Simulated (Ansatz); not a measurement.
H₄SeSi₂, SMILES `[SiH2]1[SiH2][Se]1`, 7 atoms. The species carries charge 0 and has multiplicity 1. Correlated methods include outer-core shells of Se, which these sets cover unevenly. Scalar relativity is left out up to krypton. All runs use 2 threads of an Arm Neoverse V2 on a shared host. Correlated methods freeze the cores.

(1) Give the basis size and wall time and peak host memory of each of these runs in Ansatz. RHF-CCSD(T)/def2-SVP energy; RKS ωB97M-V/def2-QZVPP energy; RKS ωB97M-V/def2-SVP energy; RKS PBE0-D4/def2-QZVPP energy; RKS PBE0-D4/def2-TZVP frequencies; RKS PBE0-D4/def2-TZVPP energy; direct RPA on PBE orbitals/def2-TZVPP energy; RKS PBE0-D4/def2-SVP energy; RKS r2SCAN-D4/def2-TZVPP energy and forces; RHF-MP2/def2-QZVPP energy; RKS HSE06 (plane-wave form)-D4/def2-TZVPP energy; RKS CAM-B3LYP-D4/def2-TZVPP energy. (Best estimate.)

## Answers

(1) Computed: Other jobs shared the machine, so times are rough.

```csv
level,job,functions,wall time,peak host memory (GiB)
RKS PBE0-D4/def2-SVP,energy,88,1.3 s,0.37
RHF-CCSD(T)/def2-SVP,energy,88,2.6 s,0.37
RKS PBE0-D4/def2-TZVPP,energy,188,3.4 s,0.47
RKS HSE06 (plane-wave form)-D4/def2-TZVPP,energy,188,3.6 s,0.5
RKS CAM-B3LYP-D4/def2-TZVPP,energy,188,3.8 s,0.53
direct RPA on PBE orbitals/def2-TZVPP,energy,188,4.2 s,0.37
RKS r2SCAN-D4/def2-TZVPP,energy and forces,188,5.5 s,0.25
RKS ωB97M-V/def2-SVP,energy,88,6 s,0.37
RKS PBE0-D4/def2-QZVPP,energy,349,9 s,1.2
RHF-MP2/def2-QZVPP,energy,349,17 s,1.4
RKS ωB97M-V/def2-QZVPP,energy,349,20 s,1.2
RKS PBE0-D4/def2-TZVP,frequencies,146,99 s,0.37
```
